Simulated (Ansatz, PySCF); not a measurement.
ReF4, SMILES [F][Re]([F])([F])[F] (connectivity only; charge and spin as stated), neutral, multiplicity 4. Atoms are numbered in the order given.

```xyz
5

Re     0.0000     0.0000     0.0000
F      1.8656     0.0000     0.0000
F     -1.8656     0.0000     0.0000
F      0.0000     1.8656     0.0000
F      0.0000    -1.8656     0.0000
```
Charge 0, spin multiplicity 4.

The structure is a stationary point at r2SCAN-D4/def2-SVP. The multiplicity is an assumed one; other spin states were not compared. The def2 effective core potentials stand for the cores of Re; spin–orbit coupling is left out.

Two levels are set side by side: PBE-D3(BJ)/def2-SVP (Ansatz, a program for electronic structure) and r2SCAN-D4/def2-SVP (Ansatz). Each level has its own optimised geometry; the coordinates shown are those of the second. Frequencies come from the Hessian of PySCF at each geometry. Differences are taken from unrounded values.

```
quantity                            r2SCAN-D4
----------------------------------  ---------
mean bond length (Å)                    1.866
bond Re1–F2 (Å)                         1.866
bond Re1–F3 (Å)                         1.866
bond Re1–F4 (Å)                         1.866
bond Re1–F5 (Å)                         1.866
highest harmonic wavenumber (cm⁻¹)        724
mean harmonic wavenumber (cm⁻¹)           424
zero-point energy (kcal/mol)             5.45
```

What does PBE-D3(BJ) give, and how far is it from r2SCAN-D4? (Estimate from the structure and the level; the computed values follow.)


```
quantity                            PBE-D3(BJ)  PBE-D3(BJ) minus r2SCAN-D4
----------------------------------  ----------  --------------------------
mean bond length (Å)                     1.876                       0.011
bond Re1–F2 (Å)                          1.876                       0.011
bond Re1–F3 (Å)                          1.876                       0.011
bond Re1–F4 (Å)                          1.876                       0.011
bond Re1–F5 (Å)                          1.876                       0.011
highest harmonic wavenumber (cm⁻¹)         700                         -24
mean harmonic wavenumber (cm⁻¹)            410                         -13
zero-point energy (kcal/mol)              5.28                       -0.17
```
